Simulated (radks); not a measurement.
The numbers below are computed, except where a source is named.
Problem. Species: I37+. Configuration: [Ne] 3s2 3p4. Level of theory: non-relativistic Kohn-Sham, PBE, spin-polarised, spherical densities, point nucleus; open shells are filled with parallel spins first (spin-orbit coupling, left out, can overturn this in heavy ions); relativity is left out, which matters for an element this heavy (a radial shooting solver on a logarithmic mesh with Libxc functionals). Some entries of the table are withheld. Estimate them.

orbital,occ.,eigenvalue (eV),<r^2> (bohr^2)
1s up,1,-33769.25,0.001100
1s down,1,-33764.85,0.001100
2s up,1,-6807.387,0.01739
2s down,1,-6804.216,0.01738
2p up,3,-6544.908,0.01302
2p down,3,-6540.253,0.01301
3s up,1,(1),0.09861
3s down,1,(2),0.09892
3p up,3,-2548.560,0.09080
3p down,1,-2534.638,0.09106

Solution. 
(1) 3s up eigenvalue (eV): -2646.131
(2) 3s down eigenvalue (eV): -2632.496
